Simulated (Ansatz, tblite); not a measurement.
Cost and result up the ladder for Li4H5⁻ (the lowest singlet isomer of a short search) (9 atoms). Total charge -1; singlet. Geometry: PBE0-D4/def2-TZVPD.

```xyz
9

Li   -0.9459    1.4901   -0.0700
Li    1.4414    0.8948   -0.4873
Li   -1.4093   -0.8647    0.6177
Li    0.9753   -1.4600    0.1938
H     0.1737    0.1770    0.7296
H     2.3356   -0.6543   -0.6748
H     0.4115    2.3035   -0.9277
H    -2.4514    0.5369    0.1833
H    -0.5308   -2.4232    0.4354
```

Ansatz on 4 threads of Arm Neoverse V2 on a shared host; xTB runs through tblite on one thread. Times are rough, summed over both states, and most runs start from the orbitals of an earlier one. PBE0-D4/def2-TZVPD serves as the yardstick here, not as an exact answer. The other state is a triplet.

The xTB rows come from tblite. The structure comes from a short search, and lower isomers may exist.

xTB has no spin-polarisation term.

```
                          level  functions  wall time  vertical triplet (eV)  difference from PBE0-D4/def2-TZVPD (eV)                    remarks
                       GFN2-xTB         21    0.004 s                   5.70                                     2.27                          –
                       GFN1-xTB         26    0.006 s                   3.08                                    -0.34                          –
PBE-D4/def2-TZVPD (with forces)        113      2.5 s                   2.96                                    -0.46  HOMO above zero (triplet)
             PBE0-D4/def2-TZVPD        113      3.4 s                   3.42                                     0.00  HOMO above zero (triplet)
           r2SCAN-D4/def2-TZVPD        113      4.6 s                   3.19                                    -0.24  HOMO above zero (triplet)
```
